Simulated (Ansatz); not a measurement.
Consider the formal exchange of groups at a B–C bond: `[SiH3]B[CH2][SnH3]` + SiH₄ → `[SiH3]B[SiH3]` + `[CH3][SnH3]`.

Calculated with Ansatz (gas phase, PBE0-D4/def2-TZVP geometries, no zero-point term in ΔE). CCSD(T)/CBS is the MP2 limit (def2-TZVPP, def2-QZVPP) plus CCSD(T) − MP2 in def2-TZVPP, frozen cores. This one scheme is used for every species. Functionals use def2-TZVPP. Elements past krypton have def2 core potentials. For Sn outer-core shells are correlated without core-valence functions, which leaves a few kJ/mol of doubt a bond. Each species was taken in one conformer, which may not be the lowest.

CCSD(T)/CBS gives +60.9 kJ/mol.

**Question.** Another level gave +56.6 kJ/mol. Which?
A. r2SCANh-D4/def2-TZVPP
B. CAM-B3LYP/def2-TZVPP
C. revPBE/def2-TZVPP
D. LDA (SPW92)/def2-TZVPP

**Answer.** A. r2SCANh-D4 56.6, CAM-B3LYP 50.1, revPBE 44.2, LDA (SPW92) 63.3 kJ/mol.

Largest T1 diagnostic among the species: 0.014.

Leaving LDA and LC-ωPBE aside and taking each functional with its dispersion term where it has one, the values, not all of them listed here, spread over 10.8 kJ/mol, from B97M-V to ωB97M-V. LDA lies +13.0 kJ/mol from PBE without D4. In def2-TZVPP, CCSD(T) changes the Hartree–Fock value by +19.9 kJ/mol (the triples alone add +4.6 kJ/mol) and MP2 by +30.7 kJ/mol. The D4 term adds +8.0 kJ/mol with B3LYP and +4.4 kJ/mol with PBE0; it sums over pairs of atoms, weighted by their polarisabilities, and B3LYP, whose exchange is more repulsive, gets the larger term.

B3LYP here is the variant with VWN-RPA as its local correlation; programs differ in this.
